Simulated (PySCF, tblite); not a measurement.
Compound: C₇H₁₄N₃ (charge +1).
Atom-mapped SMILES: `[CH3:1][CH2:2][CH2:3][n+:4]1[cH:5][cH:6][n:7]([CH2:8][CH3:9])[n:10]1` (hydrogens: H11, H12, H13 on C1; H14, H15 on C2; H16, H17 on C3; H18 on C5; H19 on C6; H20, H21 on C8; H22, H23, H24 on C9)

The geometry is computed with GFN2-xTB (gas phase).

(1) What internal coordinates does the optimisation give?

## Answers

(1) 
```
                  bond  length (Å)
                 C1–C2       1.523
                 C2–C3       1.535
                 C3–N4       1.439
                 N4–C5       1.348
                 C5–C6       1.374
                 C6–N7       1.348
                 N7–C8       1.443
                 C8–C9       1.525
                N7–N10       1.297
                N4–N10       1.297
C1–H11, C1–H12, C1–H13       1.087
        C2–H14, C2–H15       1.090
        C3–H16, C3–H17       1.091
                C5–H18       1.070
                C6–H19       1.070
        C8–H20, C8–H21       1.092
C9–H22, C9–H23, C9–H24       1.086
```

Bonds in one row agree within 0.01 Å and their mean is given. A selection of angles:
```
     angle  degrees
 C2–C1–H11    111.9
 C2–C1–H12    109.6
H11–C1–H12    107.6
H11–C1–H13    108.9
  C1–C2–C3    113.0
 C1–C2–H14    109.4
 C3–C2–H14    107.1
 C3–C2–H15    109.2
H14–C2–H15    107.8
  C2–C3–N4    110.9
 C2–C3–H16    110.2
 N4–C3–H16    108.5
 N4–C3–H17    107.4
H16–C3–H17    109.9
  C3–N4–C5    128.1
 C3–N4–N10    120.9
 C5–N4–N10    110.9
  N4–C5–C6    105.4
 N4–C5–H18    123.5
 C6–C5–H18    131.1
  C5–C6–N7    105.4
 C5–C6–H19    131.0
 N7–C6–H19    123.6
  C6–N7–C8    128.1
 C6–N7–N10    111.0
 C8–N7–N10    120.9
  N7–C8–C9    110.7
 N7–C8–H20    108.5
 N7–C8–H21    107.0
 C9–C8–H20    110.5
 C9–C8–H21    110.3
H20–C8–H21    109.7
 C8–C9–H22    110.7
 C8–C9–H24    109.0
H22–C9–H23    109.1
H22–C9–H24    108.3
 N4–N10–N7    107.3
```

Torsions: C1–C2–C3–N4 -65° (synclinal); C2–C3–N4–C5 87° (synclinal); C6–N7–C8–C9 -79° (synclinal). The mirror-image conformer, all signs reversed, is as good.

The C–N distances run from 1.348 Å (C6–N7, aromatic) to 1.443 Å (N7–C8, drawn single), a spread of 0.095 Å. The 5-membered ring N4–C5–C6–N7–N10 has internal angles of 105.4° to 111.0°; it is planar, 0.00 Å rms from its mean plane, widest ring torsion 0°. The 4 C–C bonds span 1.374 Å (C5–C6, aromatic) to 1.535 Å (C2–C3, drawn single), a spread of 0.161 Å. C5 (aromatic CH next to a ring nitrogen) is planar (angles 131.1°, 123.5° and 105.4°, sum 360.0°, 0.00 Å off the plane of its three neighbours). Of the pairs four or more bonds apart, C5···H11 is among the closest relative to their van der Waals radii: 2.72 Å, 94 % of the sum of Bondi's values. C6 (aromatic CH next to a ring nitrogen) is planar (angles 131.0°, 123.6° and 105.4°, sum 360.0°, 0.00 Å off the plane of its three neighbours). N4 (three-coordinate ring nitrogen) is planar (angles 128.1°, 120.9° and 110.9°, sum 359.9°, 0.02 Å off the plane of its three neighbours).

Point group: C1 (no symmetry element, even within 0.4 Å). Its GFN2-xTB frequencies are all real (lowest 34 cm⁻¹).
